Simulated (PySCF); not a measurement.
# Electronic structure of Ge⁺ (germanium, charge +1) at the UHF level

Configuration: [Ar] 3d10 4s2 4p1, 2P determinant. All numbers are calculated (PySCF 2.14, scalar relativity by spin-free X2C-1e, in aug-cc-pVDZ-DK (6s5p3d, 36 functions)).

```json
{
  "Total energy": "-2096.687206 hartree",
  "One-electron energy": "-2911.8283 hartree",
  "Hartree (Coulomb) energy": "893.5099 hartree",
  "Exchange energy": "-78.3687 hartree",
  "⟨S²⟩": "0.7596",
  "⟨L²⟩": "2.029",
  "Sum of ⟨r⟩": "20.76 bohr",
  "Sum of ⟨r²⟩": "28.66 bohr²",
  "Traceless quadrupole moment −½Σ⟨3z² − r²⟩ along its main axis": "-3.20 e·bohr²",
  "Langevin diamagnetic susceptibility": "-22.7 ×10⁻⁶ cm³/mol"
}
```

| shell | electrons | mean orbital energy (eV) | spread (eV) | rms radius, mean of both spins (bohr) |
| --- | --- | --- | --- | --- |
| 1s α | 1 | -11188.1 | 0 | 0.0542 |
| 1s β | 1 | -11188.1 | 0 | 0.0542 |
| 2s α | 1 | -1463.4 | 0 | 0.227 |
| 2s β | 1 | -1463.4 | 0 | 0.227 |
| 2p α | 3 | -1275.5 | 0.042 | 0.203 |
| 2p β | 3 | -1275.4 | 0.129 | 0.203 |
| 3s α | 1 | -210.85 | 0 | 0.667 |
| 3s β | 1 | -210.73 | 0 | 0.667 |
| 3p α | 3 | -151.11 | 0 | 0.701 |
| 3p β | 3 | -150.94 | 0.477 | 0.701 |
| 3d α | 5 | -52.725 | 0.306 | 0.815 |
| 3d β | 5 | -52.623 | 0.505 | 0.815 |
| 4s α | 1 | -24.618 | 0 | 2.24 |
| 4s β | 1 | -22.318 | 0 | 2.24 |
| 4p α | 1 | -15.537 | 0 | 2.79 |

Densities and radii are taken from the X2C orbitals without a picture-change correction, which distorts them close to the nucleus.

Spin-orbit constants ζ (cm⁻¹) from the X2C one-electron operator on these orbitals: bare nucleus, nucleus screened by l(l+1)(2l+1)/3 electrons, and screened by the Breit-Pauli mean field of the electrons.

```
shell    bare  screened nucleus  mean field
   2p  177300            166300      161200
   3p   23550             22080       21270
   3d    2585              1777        1632
   4p    1167              1094        1044
```

To first order the Landé constant is A = 1044 cm⁻¹, so the lowest level has J = 1/2 and lies 0.129 eV below the centre of the term.
